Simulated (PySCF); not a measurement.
PySCF job for C3H4ClNSi, SMILES C1[Si@H](C=NC=1)Cl, B3LYP/pcSseg-1. Coordinates come from a r2SCAN-D4/def2-SVP optimisation. The structure was generated by enumeration; whether it is a known compound was not checked.

```python
import numpy as np
from pyscf import gto, scf, dft
from pyscf.prop.nmr import rks as nmr

mol = gto.M(
    atom='''
    Cl   -1.73174302   -0.84113857    0.96543569
    Si   -0.39828355   -0.28349426   -0.52094721
    C     1.36260228   -0.80311408   -0.23708788
    C     2.07091406    0.34491821   -0.15169674
    N     1.42175890    1.62300925   -0.25238604
    C     0.14772539    1.54126665   -0.41889561
    H    -0.98406002   -0.67807349   -1.83203838
    H     1.83408060   -1.78499503   -0.16350852
    H     3.15548274    0.39878490   -0.00136148
    H    -0.42966486    2.47306924   -0.50945365
    ''',
    basis='pcSseg-1',
    charge=0,
    spin=0,
    max_memory=1600,
    verbose=3,
)
mf = dft.RKS(mol, xc='b3lyp')
mf.grids.level = 3
mf.conv_tol = 1e-10
mf.max_cycle = 100
mf.kernel()
n = nmr.NMR(mf)
n.verbose = 2
n.max_cycle_cphf = 60
sigma = n.kernel()
print('atom   isotropic/ppm   span/ppm')
for i, s in enumerate(sigma):
    w = np.linalg.eigvalsh((s + s.T) / 2)
    print(f'{mol.atom_symbol(i):2s}{i + 1:3d} {w.mean():14.3f} {w[2] - w[0]:11.3f}')
```

It prints:

```
converged SCF energy = -921.162487786907
atom   isotropic/ppm   span/ppm
Cl  1        989.350     154.103
Si  2        348.745     140.861
C   3         62.550     213.125
C   4          9.110     208.113
N   5       -204.808     884.922
C   6         -8.565     254.179
H   7         26.145       9.193
H   8         25.894       3.840
H   9         23.312       9.032
H  10         22.765       8.278
```

The calculation finished and met its thresholds.
